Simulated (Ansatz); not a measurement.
Species: Ge$_{2}$H$_{5}$, charge -1, singlet. Ge2H5- (SMILES [GeH2-][GeH3]).
B3LYP-D3(BJ)/def2-TZVP minimum from Ansatz (a first-principles code):
```xyz
7

Ge    -1.3023    -0.0248    -0.1505
Ge     1.2096    -0.0170     0.1004
H     -1.3329     1.5881    -0.2045
H     -1.4933    -0.0437     1.4521
H      1.8249    -1.4144     0.4872
H      1.9770     0.9262     1.1036
H      1.9916     0.2811    -1.2341
```
Charge -1, spin multiplicity 1.

Total energies in aug-cc-pVDZ, 14 correlated electrons, 28 frozen orbitals. Open shells are spin-unrestricted; no spin-orbit coupling. Correlated methods leave the cores frozen (noble-gas shells, and filled d and f shells in the p block). No relativity.

```tsv
method	program	energy (Eh)	minus CCSDT(Q) (mEh)
HF	Ansatz	-4153.57730	285.58
MP2	Ansatz	-4153.80378	59.10
CCSD	Ansatz	-4153.85212	10.76
CCSD(T)	Ansatz	-4153.86101	1.87
CCSDT(Q)	Ansatz	-4153.86288	0.00
```

Rough core times of Ansatz's runs on a shared machine: CCSD(T) under 20 s, CCSDT(Q) 7 min.
